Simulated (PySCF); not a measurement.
## Electron correlation in Cd³⁰⁺ (cadmium, charge +30)

[Ar], closed-shell 1S. Computed with PySCF 2.14 in an even-tempered Gaussian basis (18 s from 4.4 bohr⁻², ratio 2.5; 12 p from 5.7 bohr⁻², ratio 2.5; 5 d from 27 bohr⁻², ratio 2.7; 4 f from 41 bohr⁻², ratio 2.7), with the spin-free X2C one-electron Hamiltonian (Gaussian nucleus). Frozen: 1s2; 16 electrons correlated; the 21 highest virtual orbitals of each spin left out.

| level | correlation energy (mhartree) |
| --- | --- |
| CCSD | -643.16 |
| (T) | -1.48 |
| CCSD(T) | -644.64 |

Diagnostics: T1 = 0.00043, D1 = 0.0010, largest double amplitude 0.017.

Cost of the coupled-cluster step: of the order of 20 core-seconds, for 16 correlated electrons.

Iterations:

```
CC2 = 0
CCSD nocc = 8, nmo = 85
frozen orbitals [0, 86, 87, 88, 89, 90, 91, 92, 93, 94, 95, 96, 97, 98, 99, 100, 101, 102, 103, 104, 105, 106]
max_cycle = 100
direct = 0
conv_tol = 1e-08
conv_tol_normt = 1e-06
diis_space = 8
diis_start_cycle = 0
Init t2, MP2 energy = -4951.58002252774  E_corr(MP2) -0.633465286654165
Init E_corr(CCSD) = -0.633465286654167
cycle = 1  E_corr(CCSD) = -0.641365616206266  dE = -0.00790032955  norm(t1,t2) = 0.005052
cycle = 2  E_corr(CCSD) = -0.642930273387639  dE = -0.00156465718  norm(t1,t2) = 0.000849382
cycle = 3  E_corr(CCSD) = -0.643160618691386  dE = -0.000230345304  norm(t1,t2) = 0.000147627
cycle = 4  E_corr(CCSD) = -0.643158256859969  dE = 2.36183142e-06  norm(t1,t2) = 4.5591e-06
cycle = 5  E_corr(CCSD) = -0.643157756657041  dE = 5.00202929e-07  norm(t1,t2) = 1.71265e-07
cycle = 6  E_corr(CCSD) = -0.64315775788475  dE = -1.22770916e-09  norm(t1,t2) = 1.51934e-08
CCSD converged
E(CCSD) = -4951.589714998966  E_corr = -0.6431577578847497
CCSD(T) correction = -0.00147992755330044
```

At this charge the one-electron X2C treatment keeps the bare 1/r₁₂, with no two-electron picture change or Breit term. The effect here is smaller than on the frozen 1s shell; and a scalar Hamiltonian misses the large spin-orbit splitting of the p shells, which matters for ns² → np² pairs.
